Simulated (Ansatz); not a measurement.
Reaction (isomerisation): `BC1=CC1F` → `FC1=CCB1`

Program: Ansatz. Geometries: PBE0-D4/def2-TZVP. ΔE: electronic, gas phase. CCSD(T)/CBS is the MP2 limit (def2-TZVPP, def2-QZVPP) plus CCSD(T) − MP2 in def2-TZVPP, frozen cores. Functionals use def2-TZVPP.

```json
{"level": "ωB97M-V", "ΔE (kJ/mol)": "-109.8"}
{"level": "r2SCAN0", "ΔE (kJ/mol)": "-108.5"}
{"level": "BHLYP", "ΔE (kJ/mol)": "-100.1"}
{"level": "CCSD/def2-SVP", "ΔE (kJ/mol)": "-112.2"}
{"level": "SCS-MP2/def2-TZVPP", "ΔE (kJ/mol)": "-103.6"}
{"level": "CCSD/def2-TZVPP", "ΔE (kJ/mol)": "-107.4"}
{"level": "CCSD(T)/def2-TZVPP", "ΔE (kJ/mol)": "-109.5"}
{"level": "SCS-MP2/def2-QZVPP", "ΔE (kJ/mol)": "-102.7"}
```

Problem. What does CCSD(T)/CBS give? (Best estimate.)

Solution. Computed: -107.9 kJ/mol. The listed levels differ from it by -1.9, -0.6, 7.8, -4.3, 4.3, 0.5, -1.6, 5.2 kJ/mol.

Problem. What do rigid-rotor, harmonic-oscillator terms from PBE0-D4/def2-TZVP frequencies (298.15 K, 1 bar) make of the CCSD(T)/CBS value? (Estimate.)

Solution. Computed: ΔZPE = +10.7 kJ/mol, ΔH = -99.8 kJ/mol, ΔS = -20 J/(mol·K), ΔG = -93.7 kJ/mol.

Largest T1 diagnostic among the species: 0.013.

From PBE to PBE0 (25 % exact exchange), in def2-TZVPP and without D4, ΔE moves by −6.6 kJ/mol. At CCSD(T), def2-SVP lies −6.6 kJ/mol from the extrapolated value and def2-TZVPP −1.5 kJ/mol.
